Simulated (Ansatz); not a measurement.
```yaml
crystal:
  periodic: [false, false, false]
  atoms:
    - {symbol: O, position_ang: [0.238625, -0.430470, 1.992514]}
    - {symbol: W, position_ang: [0.174385, -0.026281, 0.352221]}
    - {symbol: O, position_ang: [1.485085, -1.163796, -0.386909]}
    - {symbol: O, position_ang: [-1.219496, -1.130011, -0.401073]}
    - {symbol: O, position_ang: [-1.214091, 1.280814, 0.098381]}
    - {symbol: O, position_ang: [1.257542, 1.507157, 0.098993]}
    - {symbol: H, position_ang: [1.705755, -1.273032, -1.314151]}
    - {symbol: H, position_ang: [-1.116152, -2.075896, -0.259428]}
    - {symbol: H, position_ang: [-2.087886, 0.908950, -0.051407]}
    - {symbol: H, position_ang: [0.859233, 2.351464, -0.126141]}
basis:
  gaussian: {orbitals: x2c-TZVPPall, final_grid: {core_spheres: 5, valence_spheres: 4, degree: 11}}
hamiltonian: {xc: {name: wB97}}
scf: {lower_state_search: off}
output: {forces: true}
```

```sh
$ ansatz run in.yaml --threads 4 --pin off --events-out ev --progress --plain --max-ram 11315MiB
```

Shortened log:

```
Functional definition: wB97
1782 factors; their error is unknown
406 factors; integrals over basis functions are off by at most 2.5e-4 eV
mean field evaluation 1: about -449692.2864 eV, gradient 1.2e2 eV
mean field evaluation 2: about -449629.4713 eV, gradient 2.6e2 eV
mean field evaluation 4: about -449714.2266 eV, gradient 1.4e1 eV
mean field evaluation 8: about -449714.5370 eV, gradient 2.0e0 eV
mean field evaluation 16: about -449714.5317 eV, gradient 4.7e-3 eV
mean field -449714.53168402 eV, -16526.7042119300 hartree, gradient 7.2e-6 eV, S^2 0.000000; 0 other end points of the search recorded, 0 dependent functions left out
reference -449714.53166610 eV, -16526.7042112715 hartree; 59, 59 occupied and 249, 249 virtual orbitals, 1782 factors
Total energy: -449714.53166610 eV, -16526.7042112715 hartree
Relativity: scalar
Atom 0 at     0.238625    -0.430470     1.992514 Å, force     0.063515     0.108418    -0.824664 eV/Å
Atom 1 at     0.174385    -0.026281     0.352221 Å, force    -0.041353    -0.213660     0.995500 eV/Å
Atom 2 at     1.485085    -1.163796    -0.386909 Å, force    -0.108275     0.069197    -0.000177 eV/Å
Atom 3 at    -1.219496    -1.130011    -0.401073 Å, force     0.063784    -0.141520     0.011357 eV/Å
Atom 4 at    -1.214091     1.280814     0.098381 Å, force    -0.047473     0.014435    -0.071944 eV/Å
Atom 5 at     1.257542     1.507157     0.098993 Å, force     0.019643     0.030842    -0.169127 eV/Å
Atom 6 at     1.705755    -1.273032    -1.314151 Å, force     0.030668     0.041705     0.063824 eV/Å
Atom 7 at    -1.116152    -2.075896    -0.259428 Å, force    -0.017033     0.103824    -0.044014 eV/Å
Atom 8 at    -2.087886     0.908950    -0.051407 Å, force     0.033451     0.067412    -0.019851 eV/Å
Atom 9 at     0.859233     2.351464    -0.126141 Å, force     0.003071    -0.080654     0.059097 eV/Å
Dipole moment:    -0.097474    -0.180337    -0.670125 e Å
Checks for a lower state left out: stability, starts, cluster_reference, orbital_swaps, neighbouring_geometries, increment
```

It took 8 s on 4 threads of an Arm Neoverse V1 on a shared host, with 0.89 GiB of host memory at the peak.
